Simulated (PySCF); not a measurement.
# Ti: excitation energy

Ti [Ar] 3d2 4s2 (3F) → Ti [Ar] 3d3 4s1 (5F), as a difference of total energies. Calculation: PySCF 2.14, in x2c-TZVPPall with one added diffuse shell each of s, p, d, f type (7s6p5d3f1g, 80 functions); the spin-free X2C one-electron Hamiltonian (Gaussian nucleus). Correlated levels: valence: [Ar] frozen; valence and next inner shell: [Ne] frozen. The calculations carry no spin-orbit coupling.

| method | excitation energy (eV) |
| --- | --- |
| UHF | 0.729 |
| LDA | -0.131 |
| PBE | -0.140 |
| PBE0 | 0.094 |
| r2SCAN | -0.370 |
| wB97X | 0.902 |
| TPSS | -0.036 |
| B97-3 | 0.677 |
| MN15 | 0.522 |
| MP2 (valence) | 0.960 |
| SCS-MP2 (valence) | 1.507 |
| MP2 (valence and next inner shell) | 0.621 |
| SCS-MP2 (valence and next inner shell) | 1.146 |

Problem. How much does correlation contribute at MP2 (valence and next inner shell)?

Solution. 0.621 − (0.729) = -0.108 eV, measured against UHF.

Errors of the correlated levels include the incompleteness of this basis and the frozen core.

For comparison: 0.806 eV (measured; NIST levels, between the centres of gravity of the two terms).
